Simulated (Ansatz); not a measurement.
A structure relaxed at PBE0-D4/def2-TZVP, charge 0, multiplicity 1:

```xyz
15

C     1.190   -1.911   -0.653
O    -0.081   -1.336   -0.442
Si   -0.413    0.261   -0.414
C    -2.226    0.433   -0.103
F    -0.072    0.893   -1.852
Ge    0.972    1.420    1.151
H     1.507   -1.789   -1.693
H     1.949   -1.467   -0.001
H     1.122   -2.977   -0.429
H    -2.489    0.023    0.875
H    -2.526    1.483   -0.129
H    -2.789   -0.109   -0.867
H     2.468    1.256    0.833
H     0.736    0.895    2.579
H     0.652    2.925    1.145
```

Q: Give its formula and SMILES.

A: C2H9FGeOSi, `CO[Si](C)(F)[GeH3]`.

Q: Point group (tolerance 0.08 Å, 0.16 Å for H)?

A: C1.

Q: Summarise the bond lengths by kind.

A: 1 × C–O 1.411 Å; 6 × C–H 1.091 to 1.096 Å; 1 × O–Si 1.632 Å; 1 × C–Si 1.848 Å; 1 × F–Si 1.608 Å; 1 × Ge–Si 2.389 Å; 3 × Ge–H 1.539 to 1.540 Å.

Program: Ansatz 0.2.0.
